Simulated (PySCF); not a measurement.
The same groups moved round the core (furan mercapto+boryl). Isolated molecules, 0 K electronic values unless said otherwise. One relaxed conformer stands for each flexible species; it need not be the lowest. Strings in code marks are SMILES.

All values below come from PBE-D3(BJ)/def2-TZVP // PBE0-D3(BJ)/def2-SVP (PySCF 2.14.0). Delta-SCF ions had no search for a lower state. Excitations are Tamm–Dancoff values on a coarser integration grid. The basis has no diffuse functions, so Rydberg states are missing or too high.

| species | brightest of the four lowest singlets (TDA) (eV) | HOMO (eV) | vertical ionisation energy (Delta-SCF) (eV) | S1 oscillator strength | HOMO–LUMO gap (eV) |
|---|---|---|---|---|---|
| `c1(S)oc(B)cc1` | 4.17 | -5.67 | ___ | ___ | 2.98 |
| `c1cc(c(S)o1)B` | 3.55 | -5.50 | 8.19 | ___ | ___ |
| `Bc1coc(S)c1` | 4.97 | -5.98 | 8.70 | 0.012 | ___ |
| `Bc1occc1S` | 4.89 | -5.72 | 8.49 | 0.126 | 2.90 |

Question: What belongs in the gaps?

Answer: 
- `c1(S)oc(B)cc1`, vertical ionisation energy (Delta-SCF) (eV): 8.30
- `c1(S)oc(B)cc1`, S1 oscillator strength: 0.490
- `c1cc(c(S)o1)B`, S1 oscillator strength: 0.109
- `c1cc(c(S)o1)B`, HOMO–LUMO gap (eV): 2.85
- `Bc1coc(S)c1`, HOMO–LUMO gap (eV): 3.22
